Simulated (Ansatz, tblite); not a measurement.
Cost and result up the ladder for Ta2B2 (4 atoms). The state is a singlet with charge 0. Geometry: PBE0-D4/def2-TZVP.

```xyz
4

Ta   -1.069   -0.873   -0.224
Ta    1.339   -0.306    0.262
B    -0.340    0.575    1.015
B     0.071    0.603   -1.053
```

Ansatz on 4 threads of Arm Neoverse V2 on a shared host; xTB runs through tblite on one thread. Times are rough, summed over both states, and most runs start from the orbitals of an earlier one. ωB97M-V/def2-TZVP serves as the yardstick here, not as an exact answer. The other state is a quintet at its own geometry, which has other bonds, so the gap mixes isomer and spin.

In the def2 sets Ta takes a core potential; there is no spin–orbit coupling. The xTB rows come from tblite. Correlated methods freeze 2 core orbitals; core or outer-core shells of Ta are correlated, in sets that lack core-valence functions. The order of the spin states hangs on the level: the triplet lies 0.09 eV below the singlet at r2SCAN0-D4/def2-TZVP, but 0.31 eV above it at PBE-D4/def2-TZVP. The triplet is doubtful at r2SCAN0-D4/def2-TZVP (⟨S²⟩ 2.40, where a pure state has 2.00). The structure comes from a short search, and lower isomers may exist.

Run but left out: B2PLYP/def2-TZVP (singlet: restricted singlet, unstable towards broken spin symmetry).

Correlated methods converge slowly with the basis.

xTB has no spin-polarisation term.

| level | functions | wall time |
| --- | --- | --- |
| GFN1-xTB | 26 | 0.005 s |
| GFN2-xTB | 26 | 0.006 s |
| PBE-D4/def2-TZVP | 142 | 4.7 s |
| PBE0-D4/def2-TZVP (with forces) | 142 | 7.9 s |
| RPA@PBE/def2-TZVP | 142 | 8.8 s |
| r2SCAN-D4/def2-TZVP | 142 | 12 s |
| B97M-V/def2-TZVP | 142 | 21 s |
| r2SCAN0-D4/def2-TZVP | 142 | 22 s |
| ωB97X-V/def2-TZVP | 142 | 43 s |
| ωB97M-V/def2-TZVP | 142 | 56 s |

(1) Estimate what each level gives for the quintet − singlet (eV).

Answers

(1) 
| level | quintet − singlet (eV) | difference from ωB97M-V/def2-TZVP (eV) |
| --- | --- | --- |
| GFN1-xTB | 1.22 | 0.76 |
| GFN2-xTB | 0.70 | 0.24 |
| PBE-D4/def2-TZVP | 0.97 | 0.51 |
| PBE0-D4/def2-TZVP (with forces) | 0.56 | 0.10 |
| RPA@PBE/def2-TZVP | 1.22 | 0.76 |
| r2SCAN-D4/def2-TZVP | 0.40 | -0.06 |
| B97M-V/def2-TZVP | 0.74 | 0.28 |
| r2SCAN0-D4/def2-TZVP | 0.10 | -0.36 |
| ωB97X-V/def2-TZVP | 0.50 | 0.04 |
| ωB97M-V/def2-TZVP | 0.46 | 0.00 |
